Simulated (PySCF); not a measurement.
## Ce⁺ (cerium, charge +1) across methods

[Xe] 4f2 5d1, one real determinant (an excited configuration). All numbers are calculated (PySCF 2.14, the spin-free X2C one-electron Hamiltonian (Gaussian nucleus), in cc-pVDZ-X2C).

```csv
method,E (hartree),mean ε 5p β (eV),mean ε 5d α (eV),mean ε 4f α (eV),Σ⟨r²⟩ (bohr²),⟨S²⟩
LDA,-8852.07,-24.349,-6.737,-5.417,56.52,3.750
PBE0,-8859.09,-25.558,-7.548,-7.105,55.67,3.751
UHF,-8856.06976,-29.040,-9.441,-12.184,55.66,3.753
PBE,-8859.06,-24.145,-6.798,-5.443,56.58,3.751
```

⟨L²⟩ = 29.82 against 56 for a pure K term, so this real determinant mixes terms. Spin-orbit coupling, absent here, splits the open shell strongly.
